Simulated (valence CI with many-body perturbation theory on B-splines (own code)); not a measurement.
# Hyperfine factors and g values of Eu²³⁺

Calculated by configuration interaction combined with many-body perturbation theory (CI+MBPT): four valence electrons over a frozen Dirac-Fock core [Kr], a basis of 9 s, 9 p, 10 d, 8 f, 5 g, 3 h, 1 i functions for each j, with the one-electron correlation potential Σ1 (screened to all orders), the two-electron term Σ2, the three-electron term Σ3, Breit, model QED; selected single and double excitations, second order for the rest (own B-spline code, finite nucleus).

No measured spectrum was set against this ion. As an estimate, terms of the open shell hold to 2 to 4 % of their energy, and close levels can change places. Only levels of the ground parity were solved; by the run's estimate the other parity begins above the list, which can be wrong where configurations are misplaced.

A/g_I is the dipole constant over the nuclear g factor μ/I (μ in nuclear magnetons, uniformly magnetised nucleus), B/Q the quadrupole constant per barn. Both hold the static response of the core; the bare values leave it out. Large factors of s and p1/2 electrons are usually good to 5 to 10 %; those of open d and f shells near neutrality can be off by tens of per cent, and small factors of p3/2, d and f electrons come from cancelling terms and can be off by a factor of two or in sign, in half-filled shells by more. B is blank for J = 1/2, where it vanishes, and for nearly pure S terms. Energies count from the lowest level. Levels with J = 0 are left out.

Levels are named by their leading jj configuration (3d3/2^4 stands for four electrons in 3d with j = 3/2), which in mixed levels can hold well under half, so a name can repeat and another be missing. Letters in brackets count levels of one name in rising energy.

```
                    Level  E (cm⁻¹)      g  A/g_I (MHz)  A/g_I bare  B/Q (MHz/b)  B/Q bare
      (4d3/2^3 4d5/2) J=1     35848  1.498         -881        -233         2770      2640
      (4d3/2^3 4d5/2) J=2     56856  1.395         2620        3090         3500      3340
      (4d3/2^3 4d5/2) J=4     65332  1.158         6570        6660        -1410     -1390
      (4d3/2^3 4d5/2) J=3     67379  1.314         4720        5050          955       892
(4d3/2^2 4d5/2^2) J=4 [a]    100970  1.141         5670        5740        -2220     -2150
(4d3/2^2 4d5/2^2) J=3 [a]    107920  1.011         6130        6000         1590      1510
(4d3/2^2 4d5/2^2) J=2 [a]    108330  1.003         4850        4730         5170      4950
    (4d3/2^2 4d5/2^2) J=5    117210  1.080         6510        6480         6300      6000
    (4d3/2^2 4d5/2^2) J=1    121760  1.237         6190        6390         31.7      13.6
    (4d3/2^2 4d5/2^2) J=6    124810  1.096         6780        6780         7150      6810
(4d3/2^2 4d5/2^2) J=4 [b]    133740  1.029         7480        7380        -3050     -2890
(4d3/2^2 4d5/2^2) J=2 [b]    136320  1.137         6070        6130         1680      1600
(4d3/2^2 4d5/2^2) J=3 [b]    136600  1.151         6760        6830         2670      2550
  (4d3/2 4d5/2^3) J=4 [a]    155190  1.201         4670        4830         2300      2200
(4d3/2^2 4d5/2^2) J=2 [c]    162820  1.046         8730        8630         30.5      15.3
  (4d3/2 4d5/2^3) J=3 [a]    167120  1.114         4410        4460          711       694
      (4d3/2 4d5/2^3) J=5    177310  1.150         5540        5620        -4200     -4020
  (4d3/2 4d5/2^3) J=1 [a]    178410  0.798         8120        7670         2760      2630
      (4d3/2 4d5/2^3) J=6    181400  1.067         6500        6460         8820      8450
(4d3/2^2 4d5/2^2) J=4 [c]    182180  1.114         5310        5340         5590      5330
(4d3/2^2 4d5/2^2) J=2 [d]    189800  1.345         4430        4810        -1570     -1480
  (4d3/2 4d5/2^3) J=2 [a]    202410  0.980         7670        7490         5690      5420
  (4d3/2 4d5/2^3) J=3 [b]    202580  1.083         6250        6230         4140      3980
  (4d3/2 4d5/2^3) J=3 [c]    231870  1.064         6950        6890         9240      8800
  (4d3/2 4d5/2^3) J=1 [b]    232920  1.461          744        1320        -3850     -3670
  (4d3/2 4d5/2^3) J=4 [b]    235900  1.040         6510        6430         5480      5260
  (4d3/2 4d5/2^3) J=2 [b]    239330  1.072         6650        6610        -2190     -2090
            (4d5/2^4) J=4    246350  1.151         5330        5420        -4750     -4520
            (4d5/2^4) J=2    281550  1.006         5910        5780        -3680     -3510
```

Task: Take the isotope of mass number 153, with I = 5/2, μ = 1.5294 μN and Q = 2.41 b. What is the hyperfine structure of (4d3/2^3 4d5/2) J=4?

Result: From the table A = 4020 MHz, B = -3390 MHz. Shifts from the centre of gravity in MHz: F = 3/2: -51900, F = 5/2: -40900, F = 7/2: -25800, F = 9/2: -7040, F = 11/2: 14900, F = 13/2: 39400.
